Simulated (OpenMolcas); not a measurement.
OpenMolcas run: Cr2+

Cr2+ with its 6 nearest oxide ions at 2.259 Å, on the Ca site of CaO (a = 4.8105 Å, distance in the model lattice 2.405 Å). The rest of the host is ab initio model potentials to 7.6 Å, with orthogonalisation functions on the cations behind the ligands, and point charges beyond; the distance is set by hand and nothing relaxes. Ligand basis ANO-RCC-VDZP.

Input, with the lattice sites abridged:

```
&GATEWAY
Basis set
Cr.ANO-RCC-VDZP.
Cr1 0.0 0.0 0.0 Angstrom
End of basis
Basis set
O.ANO-RCC-VDZP.
L1 2.259000 0.000000 0.000000 Angstrom
L2 0.000000 2.259000 0.000000 Angstrom
L3 0.000000 0.000000 2.259000 Angstrom
End of basis
Basis set
Ca.EMB-AIMP.Pascual.13s7p.1s1p.ECP.CaO.
PseudoCharge
* 3 symmetry-unique lattice sites within 7.6 angstrom
End of basis
Basis set
Ca.EMB-AIMP.Pascual.0s.0s.ECP.CaO.
PseudoCharge
* 24 symmetry-unique lattice sites within 7.6 angstrom
End of basis
Basis set
O.EMB-AIMP.Pascual.0s.0s.ECP.CaO.
PseudoCharge
* 31 symmetry-unique lattice sites within 7.6 angstrom
End of basis
Symmetry
XYZ
AngMom=0.0 0.0 0.0
AMFI
RICD
XField
1037 Angstrom 0
* Evjen-weighted lattice charges
&SEWARD
* reference wave functions (RASSCF and RASSI steps not shown): 4 electrons in 5 orbitals (3d)
>>> COPY JOB001 $Project.JobIph
&CASPT2
Multistate=5 1 2 3 4 5
NoMult
Frozen=5 6
IPEA=0.25
Imaginary=0.1
MaxIter=60
WThr=0.0 0.3 0.05
PrWF=0.5
NoMix
>>> COPY JOB002 $Project.JobIph
&CASPT2
Multistate=45 1 2 3 4 5 6 7 8 9 10 11 12 13 14 15 16 17 18 19 20 21 22
23 24 25 26 27 28 29 30 31 32 33 34 35 36 37 38 39 40 41 42 43 44 45
NoMult
Frozen=5 6
IPEA=0.25
Imaginary=0.1
MaxIter=60
WThr=0.0 0.3 0.05
PrWF=0.5
NoMix
>>> COPY JOB003 $Project.JobIph
&CASPT2
Multistate=50 1 2 3 4 5 6 7 8 9 10 11 12 13 14 15 16 17 18 19 20 21 22
23 24 25 26 27 28 29 30 31 32 33 34 35 36 37 38 39 40 41 42 43 44 45 46
47 48 49 50
NoMult
Frozen=5 6
IPEA=0.25
Imaginary=0.1
MaxIter=60
WThr=0.0 0.3 0.05
PrWF=0.5
NoMix
```

Launched by
```bash
OMP_NUM_THREADS=1 MOLCAS_MEM=2457 MOLCAS_PROJECT=a pymolcas a.inp > a.log  # once for each step of the input, in one work folder
```

Output, cut to the results:

```
--- CASPT2 ---
Orbital specifications:
      -----------------------

      Symmetry species                           1   2
                                                ag  au
      Frozen orbitals                            5   6
      Inactive orbitals                         13  15
      Active orbitals                            5   0
      Secondary orbitals                        46  52
      Deleted orbitals                           0   0
      Number of basis functions                 69  73
Type of calculation                        SS-CASPT2
      Fock operator                              state-specific
      IPEA shift                                 0.25
      Real shift                                 0.00
      Imaginary shift                            0.10
      The input orbitals will be transformed to quasi-canonical
Reference energy:       -1506.9832194746
      E2 (Non-variational):      -1.5340840002
      Shift correction:          -0.0012411418
      E2 (Variational):          -1.5353251420
      Total energy:           -1508.5185446167
      Residual norm:              0.0000005760
      Reference weight:           0.71289
      Contributions to the CASPT2 correlation energy
      Active & Virtual Only:         -0.0432785487
      One Inactive Excited:          -0.1827328377
      Two Inactive Excited:          -1.3080726137
Reference energy:       -1506.9832194746
      E2 (Non-variational):      -1.5341212441
      Shift correction:          -0.0012412745
      E2 (Variational):          -1.5353625185
      Total energy:           -1508.5185819931
      Residual norm:              0.0000005709
      Reference weight:           0.71288
      Contributions to the CASPT2 correlation energy
      Active & Virtual Only:         -0.0432786211
      One Inactive Excited:          -0.1827713346
      Two Inactive Excited:          -1.3080712883
::    CASPT2 Root  1     Total energy:  -1508.51854462
::    CASPT2 Root  2     Total energy:  -1508.51858199
::    CASPT2 Root  3     Total energy:  -1508.46915597
::    CASPT2 Root  4     Total energy:  -1508.46915552
::    CASPT2 Root  5     Total energy:  -1508.46912420
--- CASPT2 ---
Orbital specifications:
      -----------------------

      Symmetry species                           1   2
                                                ag  au
      Frozen orbitals                            5   6
      Inactive orbitals                         13  15
      Active orbitals                            5   0
      Secondary orbitals                        46  52
      Deleted orbitals                           0   0
      Number of basis functions                 69  73
Type of calculation                        SS-CASPT2
      Fock operator                              state-specific
      IPEA shift                                 0.25
      Real shift                                 0.00
      Imaginary shift                            0.10
      The input orbitals will be transformed to quasi-canonical
Reference energy:       -1506.9299874583
      E2 (Non-variational):      -1.5466883578
      Shift correction:          -0.0012515718
      E2 (Variational):          -1.5479399297
      Total energy:           -1508.4779273880
      Residual norm:              0.0000005919
      Reference weight:           0.71128
      Contributions to the CASPT2 correlation energy
      Active & Virtual Only:         -0.0486844271
      One Inactive Excited:          -0.1828900711
      Two Inactive Excited:          -1.3151138597
Reference energy:       -1506.9299874583
      E2 (Non-variational):      -1.5466883602
      Shift correction:          -0.0012515718
      E2 (Variational):          -1.5479399320
      Total energy:           -1508.4779273902
      Residual norm:              0.0000005919
      Reference weight:           0.71128
      Contributions to the CASPT2 correlation energy
      Active & Virtual Only:         -0.0486844321
      One Inactive Excited:          -0.1828900722
      Two Inactive Excited:          -1.3151138559
::    CASPT2 Root  1     Total energy:  -1508.47792739
::    CASPT2 Root  2     Total energy:  -1508.47792739
::    CASPT2 Root  3     Total energy:  -1508.47829290
::    CASPT2 Root  4     Total energy:  -1508.44332307
::    CASPT2 Root  5     Total energy:  -1508.44325235
::    CASPT2 Root  6     Total energy:  -1508.44514268
::    CASPT2 Root  7     Total energy:  -1508.44533596
::    CASPT2 Root  8     Total energy:  -1508.44516619
::    CASPT2 Root  9     Total energy:  -1508.44151351
::    CASPT2 Root 10     Total energy:  -1508.44164782
::    CASPT2 Root 11     Total energy:  -1508.44159344
::    CASPT2 Root 12     Total energy:  -1508.43502556
::    CASPT2 Root 13     Total energy:  -1508.43301128
::    CASPT2 Root 14     Total energy:  -1508.41869638
::    CASPT2 Root 15     Total energy:  -1508.41861775
::    CASPT2 Root 16     Total energy:  -1508.40051179
::    CASPT2 Root 17     Total energy:  -1508.40049935
::    CASPT2 Root 18     Total energy:  -1508.40050187
::    CASPT2 Root 19     Total energy:  -1508.39360953
::    CASPT2 Root 20     Total energy:  -1508.39360961
::    CASPT2 Root 21     Total energy:  -1508.39353195
::    CASPT2 Root 22     Total energy:  -1508.38747048
::    CASPT2 Root 23     Total energy:  -1508.38747020
::    CASPT2 Root 24     Total energy:  -1508.38744851
::    CASPT2 Root 25     Total energy:  -1508.37045310
::    CASPT2 Root 26     Total energy:  -1508.37045438
::    CASPT2 Root 27     Total energy:  -1508.37045558
::    CASPT2 Root 28     Total energy:  -1508.37703222
::    CASPT2 Root 29     Total energy:  -1508.37700533
::    CASPT2 Root 30     Total energy:  -1508.37881987
--- CASPT2 ---
Orbital specifications:
      -----------------------

      Symmetry species                           1   2
                                                ag  au
      Frozen orbitals                            5   6
...
```

Spin-orbit levels above the lowest (labels of O, the rotations of Oh), with the averaged single-state CASPT2 energies on the diagonal:

```tsv
E (cm-1)	Degeneracy	Label	2S+1
0	1	A1	5
6	3	T1	5
12	2	E	5
17	3	T2	5
22	1	A2	5
8740	1	A1	3
8840	3	T1	3
8980	3	T2	3
8990	2	E	3
10740	1	A1	5
10740	3	T1	5
10740	3	T2	5
10920	2	E	5
10920	3	T1	5
11030	3	T2	5
15850	1	A1	3
15990	3	T1	3
16040	3	T2	3 (52 %)
16260	2	E	3
16420	3	T2	3 (78 %)
```

Roots that are degenerate in the reference are averaged as groups; the widest CASPT2 spread within a group is 230 cm-1 (the 3-fold group of multiplicity 1 near 25200 cm-1 above the lowest state of its run). Shifts and gaps below about the spread of the groups concerned are not significant. Over all roots computed the reference weight is 0.70 to 0.71; a low but even weight reflects the number of correlated electrons. An orbital doublet at a regular site is open to a Jahn-Teller distortion, which this geometry leaves out. This shell can be high or low spin here, a state of another spin lies low, and with metal d orbitals alone active their balance is uncertain, so the ground spin may be wrong. Ligand-to-metal charge-transfer states are missing. These CASPT2 states fit no ligand-field parameters well, so their order and spin gaps are uncertain. With no ligand orbital active B as a rule stays too high, so bands that hang on it stand too high and its fall with covalency is understated. With one d shell and no ligand orbital active, 10Dq can be off by tens of per cent for divalent 3d ions, low with halides held by bare charges and at times high in hosts. Free-ion shares, where given, are those of the reference states; single-state CASPT2 does not remix them. No measured value stands beside these numbers; the geometry was set by hand and not optimised.

The CASPT2 steps took 5.3 min on 1 thread of Intel(R) Xeon(R) Platinum 8488C (Sapphire Rapids), with other jobs on the host; the integral step is not counted.
